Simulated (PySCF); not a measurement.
**Cs₂Cl₂, singlet: structure and spectrum**

All numbers come from PBE0/[Cs def2-TZVP with ECP46, Cl def2-TZVP], scalar-relativistic core potentials, density fitting, no spin–orbit coupling, PySCF.

The structure is a minimum.

```xyz
4
charge 0 multiplicity 1, angstrom
Cs    2.2830    0.0000    0.0000
Cs   -2.2830    0.0000    0.0000
Cl    0.0000   -2.1889    0.0000
Cl    0.0000    2.1889    0.0000
```

```
Point group                                                                   : D2h
Bond lengths                                                                  : Cs–Cl 3.163 Å (×4)
Bond angles                                                                   : Cl–Cs–Cl 87.6° (×2), Cs–Cl–Cs 92.4° (×2)
Principal polarisabilities                                                    : 61.8, 87.2, 100.0 bohr³
Principal quadrupole moments (Buckingham, traceless) about the centre of mass : -53.74, -0.24, 53.98 D Å
Zero-point energy                                                             : 4.1 kJ/mol
Rotational symmetry number                                                    : 4
Lowest empty level                                                            : -0.65 eV
Atomisation energy without zero-point energy                                  : 994 kJ/mol
Entropy at 298.15 K and 1 bar                                                 : 388.8 J/(mol K)
Heat capacity Cp at 298.15 K                                                  : 81.7 J/(mol K)
Dipole moment                                                                 : 0.00 D
Highest occupied level                                                        : -6.53 eV
Enthalpy at 298.15 K above 0 K                                                : 21.09 kJ/mol
Rotational constants                                                          : 0.05031, 0.01217, 0.009798 cm⁻¹
```

Harmonic modes (masses in u: Cs 132.905, Cl 34.969):
| symmetry | ω (cm⁻¹) | IR (km/mol) | μ (u) |
| --- | --- | --- | --- |
| b3u | 48 | 32.7 | 41.31 |
| ag | 56 | 0.0 | 85.45 |
| b3g | 131 | 0.0 | 40.83 |
| b2u | 146 | 68.7 | 41.31 |
| ag | 151 | 0.0 | 40.95 |
| b1u | 160 | 81.5 | 41.31 |

In D2h the vibrations span b3u + 2ag + b3g + b2u + b1u. The ag, b3g modes carry no infrared intensity, as symmetry demands. With a centre of inversion only u modes can be infrared active and only g modes Raman active.

Charges (e):
```tsv
atom	Mulliken	Löwdin	polar tensor	Mayer order to Cs1
Cs1	0.75	0.41	0.91	–
Cs2	0.75	0.41	0.91	0.02
Cl3,4	-0.75	-0.41	-0.91	0.23
```

Mulliken populations on Cs1 (electrons outside its core potential): s 2.08, p 6.01, d 0.16.

Outer orbital energies (eV). occupied: -14.10, -13.98, -6.72, -6.64, -6.62, -6.56, -6.55, -6.53; empty: -0.65, -0.42, 0.30, 0.37.

Only a few start shapes were tried, so a lower isomer may exist.

The final relaxation and frequency run took 45 s on 4 threads of a shared Arm Neoverse V2 host, with 132 basis functions and 15 gradients; the process peaked at 1.4 GiB. Launch command: `OMP_NUM_THREADS=4 python axn.py task.json out`.
